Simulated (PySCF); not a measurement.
AlH₃O₃.

```xyz
7

Al     0.0000     0.0000     0.0000
O      1.6024     0.5624     0.0000
H      2.3696    -0.0166     0.0000
O     -0.3142    -1.6689     0.0000
H     -1.1992    -2.0438     0.0000
O     -1.2882     1.1065     0.0000
H     -1.1704     2.0604     0.0000
```

The structure is a stationary point at B3LYP-D3(BJ)/def2-SVP. The isomer is the one that the SMILES or the coordinates give; other isomers of the formula were not compared. The values are those of a single conformer.

All values below come from B3LYP/pcSseg-1 run with PySCF. Non-relativistic, no solvent.

Question: Give the absolute GIAO shielding of each atom: isotropic value and principal components (ppm). (Estimate from the structure and the level; the computed values follow.)

Answer: 
| atom | σ(iso) | σ11 | σ22 | σ33 | span |
|---|---|---|---|---|---|
| Al1 | 462.0 | 396.7 | 494.6 | 494.6 | 98.0 |
| O2 | 331.3 | 313.1 | 314.4 | 366.4 | 53.3 |
| H3 | 30.1 | 22.1 | 24.1 | 44.2 | 22.1 |
| O4 | 331.3 | 313.1 | 314.4 | 366.4 | 53.3 |
| H5 | 30.1 | 22.1 | 24.1 | 44.2 | 22.1 |
| O6 | 331.3 | 313.1 | 314.4 | 366.4 | 53.3 |
| H7 | 30.1 | 22.1 | 24.1 | 44.2 | 22.1 |
